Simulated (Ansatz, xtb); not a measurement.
# Isomers of GeH9NSi2 in order of energy

4 gas-phase structures of GeH9NSi2, from a drawn sample of its isomers (lower ones may exist). Each was relaxed with GFN2-xTB; where two conformers were screened, the lower at r2SCAN-D4/def2-SVP is listed:

A. `[NH2][GeH]([SiH3])[SiH3]`, a singlet
B. `[NH2][GeH2][SiH2][SiH3]`, a singlet
C. `N[Si@@H]([SiH3])[GeH3]`, a singlet
D. `N[SiH2][GeH2][SiH3]`, a singlet

Task: Which do you expect lowest at r2SCAN-D4/def2-SVP, and how would the others follow?

Result: Calculated order at r2SCAN-D4/def2-SVP: D (0.0), C (19.0), A (44.6), B (51.1) kJ/mol.

Energies above the lowest of each column, in kJ/mol; the last columns are at PBE0-D3(BJ)/def2-SVP geometries:

```csv
structure,GFN2-xTB,HF/STO-3G,r2SCAN-D4/def2-SVP,PBE0-D3(BJ)/def2-SVP,CCSD(T)/def2-SVP + ΔMP2/def2-TZVPP
D,0.0,0.0,0.0,0.0,0.0
C,54.5,16.5,19.0,16.2,20.6
A,26.6,20.5,44.6,45.4,44.8
B,78.9,27.0,51.1,47.4,55.1
```

Every level run on D puts it lowest or level with the lowest. Flexible structures stand in one conformer each, not always the lowest. C keeps a small imaginary mode. B keeps a small imaginary mode. ΔMP2 is the change of the MP2 energy from the smaller to the larger basis.

Over these structures GFN2-xTB departs from r2SCAN-D4/def2-SVP by 20.3 kJ/mol on average once a common shift is removed. A GFN2-xTB relaxation took about 0.35 s and the r2SCAN-D4/def2-SVP energy about 5.1 s on a shared host (Ansatz 0.2.0, xtb 6.7.1).
